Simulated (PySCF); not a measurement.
SMILES CC[CH2][Ge]([Cl])([Cl])[Cl] (C₃H₇Cl₃Ge), B3LYP/def2-SVP optimised geometry.

```
14

C     -1.58    -2.19     4.09
C     -1.02    -1.42     2.90
C     -1.47    -2.00     1.55
Ge    -0.76    -1.03     0.00
Cl    -1.42    -1.94    -1.85
Cl    -1.41     1.03     0.00
Cl     1.41    -1.03     0.00
H     -1.26    -3.25     4.07
H     -1.24    -1.76     5.04
H     -2.69    -2.18     4.09
H      0.08    -1.41     2.94
H     -1.33    -0.36     2.96
H     -1.14    -3.04     1.43
H     -2.56    -1.98     1.44
```

Density from B3LYP/def2-TZVP (PySCF) at that geometry.

Minimum of the electron density along straight lines between bonded atoms, close to the bond critical point (lines longer than 1.1 times the sum of covalent radii, or with two minima, are not listed):

```csv
bond,length / Å,ρ at the minimum / e bohr⁻³,∇²ρ there / e bohr⁻⁵,position (fraction from the first atom)
C1–C2,1.531,0.244,-0.60,0.50
C2–C3,1.533,0.242,-0.58,0.49
C3–Ge4,1.956,0.131,0.02,0.52
Ge4–Cl5,2.167,0.104,0.14,0.43
Ge4–Cl6,2.169,0.103,0.14,0.43
Ge4–Cl7,2.169,0.103,0.14,0.43
C1–H8,1.103,0.272,-0.91,0.64
C1–H9,1.101,0.273,-0.92,0.64
C1–H10,1.103,0.272,-0.91,0.64
C2–H11,1.103,0.275,-0.93,0.64
C2–H12,1.103,0.275,-0.93,0.64
C3–H13,1.103,0.272,-0.91,0.64
C3–H14,1.103,0.272,-0.91,0.64
```
